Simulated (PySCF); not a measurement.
This PySCF input asks for the NMR shieldings of SMILES C1=C[C@@H]([C@@H](B)[AlH2])C1, C₅H₁₀AlB; the geometry comes from GFN2-xTB.

```python
import basis_set_exchange as bse
import numpy as np
from pyscf import gto, dft
from pyscf.prop import nmr

atoms = """
B     1.130877    0.840057   -1.760695
C     0.502121   -0.143055   -0.798111
Al    2.256800    0.275073    0.208645
C    -0.543194    0.249564    0.229169
C    -0.644135   -0.632725    1.449122
C    -1.892019   -1.015289    1.200076
C    -2.009086   -0.206682   -0.062185
H     1.818249    0.462227   -2.642489
H     0.991645    2.004306   -1.593133
H     0.435518   -1.204955   -1.055122
H     2.180260    1.223921    1.433429
H     3.617851   -0.443527    0.035807
H    -0.468003    1.317414    0.459584
H     0.086682   -0.854328    2.212557
H    -2.596253   -1.658509    1.696830
H    -2.120260   -0.789048   -0.975327
H    -2.754050    0.587585   -0.048070
"""
names = dict.fromkeys(["B", "C", "Al", "H"], "pcSseg-1")
basis = {el: gto.basis.parse(bse.get_basis(n, elements=[el], fmt="nwchem")) for el, n in names.items()}
mol = gto.M(atom=atoms, basis=basis, charge=0, verbose=0)
mf = dft.RKS(mol, xc="PBE0")
mf.grids.level = 2
mf.grids.alignment = dft.numint.BLKSIZE   # the property module wants whole blocks of grid points
mf.conv_tol = 1e-9
mf.kernel()

calc = nmr.RKS(mf)   # GIAO
C = mf.mo_coeff
Co = C[:, mf.mo_occ > 0]
resp = mf.gen_response(singlet=True, hermi=2)
def vind(x):   # induced exchange potential for any number of trial vectors
    d = np.einsum("pi,xij,qj->xpq", C, 2 * x.reshape(-1, C.shape[1], Co.shape[1]), Co, optimize=True)
    return np.einsum("xpq,pi,qj->xij", resp(d - d.transpose(0, 2, 1)), C, Co, optimize=True).ravel()
mo1, _ = nmr.rhf.solve_mo1(calc, with_cphf=vind)
sigma = calc.kernel(mo1)
for i, s in enumerate(sigma):   # ppm
    w = np.linalg.eigvalsh((s + s.T) / 2)
    print("%2d %-2s iso %8.1f  s11 %8.1f  s22 %8.1f  s33 %8.1f" % (i, mol.atom_pure_symbol(i), w.mean(), *w))
```

Q: Give the expected output.

A: 
```
 0 B  iso     36.4  s11    -50.3  s22     26.8  s33    132.7
 1 C  iso     55.1  s11    -84.2  s22     89.8  s33    159.6
 2 Al iso    211.3  s11     68.9  s22    190.2  s33    374.8
 3 C  iso    132.5  s11    118.9  s22    130.4  s33    148.3
 4 C  iso     39.2  s11    -67.2  s22     34.7  s33    150.0
 5 C  iso     40.8  s11    -72.8  s22     40.1  s33    155.0
 6 C  iso    140.5  s11    126.6  s22    136.8  s33    158.1
 7 H  iso     24.5  s11     18.1  s22     26.9  s33     28.4
 8 H  iso     24.4  s11     16.7  s22     27.3  s33     29.3
 9 H  iso     25.9  s11     21.8  s22     25.7  s33     30.1
10 H  iso     25.8  s11     24.3  s22     24.8  s33     28.2
11 H  iso     25.8  s11     23.5  s22     24.4  s33     29.5
12 H  iso     27.0  s11     24.7  s22     26.4  s33     30.0
13 H  iso     25.3  s11     24.4  s22     25.3  s33     26.1
14 H  iso     25.3  s11     23.8  s22     25.1  s33     26.9
15 H  iso     29.4  s11     26.6  s22     28.6  s33     33.2
16 H  iso     28.4  s11     25.4  s22     26.9  s33     32.8
```

These numbers come from an equivalent density-fitted implementation of the same equations, which agrees with the script to about 0.01 ppm for H and up to a few tenths of a ppm for heavy atoms, so last digits may differ.

Size and cost of the density-fitted run: 176 basis functions, 33 s wall time on 1 thread of an Arm Neoverse V1, shared host; peak memory 0.8 GiB.
